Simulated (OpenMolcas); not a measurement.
An OpenMolcas run meant for Ca II (ANO-RCC-VQZP, DKH2; inactive shells 1s 2s 2p 3s 3p; intended active space 1 electron in 4 orbitals (4s 4p)). One step of its input:

```
&CASPT2
Multistate=1 1
Frozen=2 3
IPEA=0.25
Shift=5.0
MaxIter=60
WThr=0.0 0.3 0.05
PrWF=0.5
NoMix
```

The run finished. Its levels beside those of a sound run (SS-CASPT2, IPEA 0.25 Eh, imaginary shift 0.1 Eh (closed shells correlated: 3s 3p)), in eV above each run's lowest level:

```csv
Level,This run,Usual run
4s 2S 1/2,0.0000,0.0000
4p 2P* 1/2,3.0358,3.1258
4p 2P* 3/2,3.0556,3.1456
```

Question: Which setting is unsound, and how much does it matter here?

Answer: The level shift is far above the usual 0.1 to 0.3 hartree and damps the second-order energy. Against the sound run the excited levels shown move by 730 cm-1 on average and by 730 cm-1 at most.

ANO sets are built for ground and valence states and can reach diffuse excited orbitals poorly. With one active electron, CASPT2 adds the correlation within the correlated inactive shells and between them and that electron, and leaves the splitting within a term as the reference gives it. Only configurations of the active space appear.

* marks odd parity.
